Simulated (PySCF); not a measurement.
Dipole response of Tl(2+) (thallium, charge +2)

[Xe] 4f14 5d10 6s1, 2S determinant. Computed with PySCF 2.14 in def2-QZVPPD with the def2 core potential (60 electrons) (8s6p5d4f1g, 88 functions), with scalar relativity through the core potential. Coupled (time-dependent) response in atomic units; α is the mean over directions.

```json
{"method": "UHF", "mean α (bohr³)": "14.64", "C₆ (like pair)": "89.77", "S(−4)": "102.4"}
{"method": "PBE", "mean α (bohr³)": "12.14", "C₆ (like pair)": "78.28", "S(−4)": "51.54"}
{"method": "PBE0", "mean α (bohr³)": "12.52", "C₆ (like pair)": "79.74", "S(−4)": "58.64"}
```

S(−4) is the Cauchy moment in α(ω) = α(0) + S(−4) ω² + …

α(iu) at PBE0:

| u (hartree) | α(iu) (bohr³) |
| --- | --- |
| 0 | 12.52 |
| 0.0500 | 12.37 |
| 0.100 | 11.97 |
| 0.200 | 10.72 |
| 0.300 | 9.354 |
| 0.500 | 7.204 |
| 0.750 | 5.508 |
| 1.00 | 4.411 |
| 1.50 | 3.051 |
| 2.00 | 2.234 |
| 3.00 | 1.328 |
| 5.00 | 0.6065 |

A single London oscillator, α(iu) = α/(1 + u²/ω²), gives C₆ = (3/4) ω α². Matching the computed C₆ needs ω = 4 × 79.74 / (3 × 12.52²) = 0.678 hartree.

For an ion, C₆ is the dispersion term alone; charge-induced terms of lower order in 1/R come first.

Energies and moments cover only the electrons outside the core potential. Spin-orbit coupling, which splits the p, d and f shells strongly at this Z, is absent.
